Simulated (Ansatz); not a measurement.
```xyz
2

C     0.0000    0.0000   -0.6588
C     0.0000    0.0000    0.6588
```

Basis set: cc-pVTZ (spherical functions). Left uncorrelated: 2 orbitals. Charge 0, multiplicity 1.

Computed with Ansatz (development build ahead of 0.2.0); the reference of a correlated method needn't be the lowest determinant of its kind. Restricted open shells among the atoms or ions are ROHF, correlated in semicanonical orbitals with singles.

(1) Give the atomization energy at this shape (free ground-state atoms in the same class of orbitals less the molecule, no zero-point energy) of singlet C₂ by RHF-CCSD(T), UHF-BCCD(T).

Results:

(1)

```tsv
method	atomization energy
RHF-CCSD(T)	5.89 eV
UHF-BCCD(T)	5.82 eV
```

Caution: the program doubts this total. Caution for RHF-CCSD(T): an unrestricted determinant lies well below; other determinants can give a lower correlated total. Caution for UHF-BCCD(T): another reference gives a lower total; the unrestricted determinant is spin contaminated.
